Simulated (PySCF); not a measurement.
# [Lu(SH)4]− relaxed at several levels

Computed with PySCF 2.14.0, def2-SVP on the ligands, density fitting, scalar-relativistic core potentials, no spin-orbit coupling, vacuum. Each row is relaxed at its own level from the same template. Distances are means of the shortest metal–ligand contacts, charges and spins Mulliken's; removal energies are rigid, with the ligand's formal charge and no counterpoise, so too large; for an anion taken off a cation in vacuum most of it is the attraction of opposite charges, and multiply charged cations can part far more cheaply with an electron moved from ligand to metal. lcecp potentials hold a fixed number of 4f electrons in the core, out of states, spins and gaps.

| level | basis on the metal | point group | M–SH (Å) | charge on M (e) | removal of one SH (eV) | unstable modes (below −25 cm⁻¹) |
| --- | --- | --- | --- | --- | --- | --- |
| PBE0 | lcecp-1-SVP with ECP60 | S4 | 2.594 | 0.51 | 4.73 | not given |

**Question.** What does the calculation give for r2SCAN, lcecp-1-SVP with ECP60?

**Answer.** point group: S4, M–SH (Å): 2.597, charge on M (e): 0.51, removal of one SH (eV): 4.76, unstable modes (below −25 cm⁻¹): not given.
```xyz
9

Lu    0.0000    0.0000    0.0026
S     1.4189    1.5570    1.5216
H     1.8146    0.4646    2.2212
S    -1.4189   -1.5570    1.5216
H    -1.8146   -0.4646    2.2212
S     1.5578   -1.4157   -1.5181
H     0.4657   -1.8051   -2.2203
S    -1.5578    1.4157   -1.5181
H    -0.4657    1.8051   -2.2203
```

Moved off a saddle point of the template and relaxed again: r2SCAN. One start shape was tried for each, so a minimum needn't be the lowest isomer.
